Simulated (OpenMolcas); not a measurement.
**Co2+, Rh2+, Ir2+: d7 down the group**

```yaml
Program: OpenMolcas 26.06
Method: CASSCF
Basis: ANO-R3
Scalar_Hamiltonian: X2C, finite nucleus
Spin-orbit_coupling: state interaction with AMFI integrals over the reference wave functions, term energies averaged over their components
```

Active space for each ion: 7 electrons in 6 orbitals (d s).

Computed levels in cm-1 above 4F 9/2:

```csv
Level,Co2+,Rh2+,Ir2+
4F 7/2,893,2217,7864
4F 5/2,1554,3666,9908
4P 5/2,20430,14864,13273
2G 9/2,20528,15896,18177
4P 1/2,21155,16432,17775
2G 7/2,21383,18071,23190
2H 11/2,27272,21316,24896
2P 1/2,28036,23072,30673
2D 5/2(1),29557,22725,26194
weight of 4F in the lowest level (%),100,98,87
```

Mixed levels, with the weight of the term that names them: Ir2+ 4F 5/2 (67 %), Ir2+ 4P 5/2 (65 %), Ir2+ 2G 9/2 (65 %), Ir2+ 4P 1/2 (56 %), Ir2+ 2P 1/2 (71 %).

Measured, with the error of the calculation in %. Measured levels: Co2+ from Sugar and Corliss, J. Phys. Chem. Ref. Data 10, 1097 (1981); Rh2+ from the list in Shadmi, J. Res. Natl. Bur. Stand. 70A, 435 (1966).

| Level | Co2+ | Rh2+ |
| --- | --- | --- |
| 4F 7/2 | 841 (+6.2) | 2148 (+3.2) |
| 4F 5/2 | 1451 (+7.1) | 3486 (+5.2) |
| 4P 5/2 | 15202 (+34.4) | 11062 (+34.4) |
| 2G 9/2 | 16978 (+20.9) |  |
| 4P 1/2 | 15811 (+33.8) |  |
| 2G 7/2 | 17766 (+20.4) |  |
| 2H 11/2 | 22720 (+20.0) |  |
| 2D 5/2(1) | 23059 (+28.2) |  |

The fine-structure level 4F 5/2 changes by a factor of 6.38 from Co2+ to Ir2+.

Without spin-orbit coupling 4P lies 19844, 13448, 9172 cm-1 above 4F in that order; the difference to the level 4P 5/2, of either sign, comes from spin-orbit coupling, which also lowers the zero.

Without dynamic correlation excited terms often stand tens of per cent too high (terms of higher spin than the ground term too low), and those without a measured partner can miss by more than the paired ones. Terms from blocks run as CI alone lack orbitals of their own. Some high roots are left out of the spin-orbit mixing, which shifts the levels that they would mix with (holds for Ir2+). Configurations are named by rounded mean occupations; where the s occupation lies near a half they are strongly mixed, a name can repeat and a true partner stay unpaired (holds for Ir2+). Computed and measured levels are paired by configuration, term and J; levels that our copy of the source lacks, or whose pairing is in doubt (as where it misses far off the trend of its configuration), stay unpaired and out of the deviations. Only configurations of the active space appear.

A number in round brackets counts repeated terms of one configuration in the order of the reference energies.
